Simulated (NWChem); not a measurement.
Molecule: BSiNH₆O₂; SMILES OB(O)N[SiH3]

```xyz
11

Si    -0.0056    -1.7978    -0.0021
N     -0.7515    -0.2142    -0.0024
B     -0.0146     1.0096    -0.0004
O      1.3490     0.9089     0.0007
O     -0.5750     2.2620     0.0007
H      0.8274    -2.0345     1.2140
H      0.8445    -2.0256    -1.2078
H     -1.1282    -2.7860    -0.0131
H     -1.7634    -0.1852    -0.0022
H      1.7713     1.7726     0.0019
H     -1.5347     2.2647     0.0001
```
Atoms are numbered in this order, from 1.

All runs: NWChem. Pople sets run with spherical d functions. Geometry: optimised at PBE0/def2-SVP. Vzz is the largest principal value of the second derivative of the potential at the nucleus (NWChem prints the opposite sign); η is the asymmetry. Non-relativistic.

```tsv
level	Vzz N2 (a.u.)	η N2	Vzz B3 (a.u.)	η B3	Vzz O4 (a.u.)	η O4	Vzz O5 (a.u.)	η O5
B3LYP/def2-SVP	-0.656	0.67	0.257	0.26	1.385	0.37	1.419	0.38
B3LYP/6-31G*	___	0.63	___	0.26	___	___	___	0.42
PBE/cc-pVTZ	-0.605	0.63	0.256	0.25	1.306	0.37	1.336	0.39
PBE/def2-TZVP	-0.591	0.67	0.256	0.27	1.303	0.36	1.337	0.37
```

Problem. What belongs in the gaps?

Solution. 
- B3LYP/6-31G*, Vzz N2 (a.u.): -0.644
- B3LYP/6-31G*, Vzz B3 (a.u.): 0.244
- B3LYP/6-31G*, Vzz O4 (a.u.): 1.346
- B3LYP/6-31G*, η O4: 0.43
- B3LYP/6-31G*, Vzz O5 (a.u.): 1.384
